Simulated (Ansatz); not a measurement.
Two members of one family (Series ZrCl3X), computed with Ansatz in the gas phase; def2 core potentials for Zr, no spin–orbit coupling. The two geometries come from different levels. Binding counts from free atoms in the multiplicity of their measured ground term, without zero-point energy. A dash marks a value that wasn't run or was left out as unsound. The structures are stationary points that may keep the symmetry of their start. Remarks come from the PBE and PBE0 runs and from stability tests at other levels; not every state was tested. HOMO above LUMO (over both spins in singlets and doublets, within one spin in higher multiplets; at PBE or PBE0), or a gap under 0.15 eV within one spin, warns that the state may not be the lowest or that an electron is smeared out.

First: ZrBrCl3 (singlet, charge 0, PBE0-D4/def2-SVP geometry).

```xyz
5

Zr   -0.016   -0.002    0.029
Br    1.171    0.160   -2.133
Cl    1.391    0.704    1.734
Cl   -0.641   -2.206    0.399
Cl   -1.905    1.343   -0.029
```

```tsv
level	HOMO (eV)	LUMO (eV)	gap (eV)	vertical IE (eV)	vertical triplet (eV)	binding per atom (eV)
LDA (SPW92)/def2-TZVP	-8.13	-3.72	4.41	–	–	4.56
PBE-D4/def2-TZVP	-7.96	-3.50	4.46	–	4.70	–
r2SCAN-D4/def2-TZVP	-8.33	-3.42	4.91	10.92	4.90	–
PBE0-D4/def2-TZVP	-9.25	-2.77	6.48	11.15	4.95	4.01
HSE06-D4/def2-TZVP	-8.86	-3.14	5.71	–	–	4.02
```

Metal–donor distances: 1 × Br 2.47 Å, 3 × Cl 2.32 Å. Remarks: gap within one spin near zero at PBE or PBE0 (+1 doublet), HOMO above LUMO (+1 doublet), gap within one spin near zero at PBE or PBE0 (triplet).

Second: ZrHCl3 (singlet, charge 0, r2SCAN-D4/def2-SVP geometry).

Cartesian coordinates in Å:
```
Zr -0.0073 -0.0013 0.0030
H 1.6595 0.2850 -0.6963
Cl -1.3490 1.6434 -0.9567
Cl 0.2625 0.2382 2.3045
Cl -0.5657 -2.1654 -0.6545
```

Estimate the same table for the second.


| level | HOMO (eV) | LUMO (eV) | gap (eV) | vertical IE (eV) | vertical triplet (eV) | binding per atom (eV) |
| --- | --- | --- | --- | --- | --- | --- |
| LDA (SPW92)/def2-TZVP | -7.84 | -3.83 | 4.02 | – | – | 4.22 |
| PBE-D4/def2-TZVP | -7.79 | -3.58 | 4.21 | 10.80 | 4.30 | – |
| r2SCAN-D4/def2-TZVP | -8.19 | -3.46 | 4.74 | 11.10 | 4.28 | – |
| PBE0-D4/def2-TZVP | -9.22 | -2.75 | 6.47 | 11.30 | 4.19 | 3.73 |
| HSE06-D4/def2-TZVP | -8.81 | -3.13 | 5.68 | – | – | 3.73 |

Metal–donor distances: 1 × H 1.83 Å, 3 × Cl 2.33 Å. Remarks: gap within one spin near zero at PBE or PBE0 (+1 doublet), gap within one spin near zero at PBE or PBE0 (triplet).
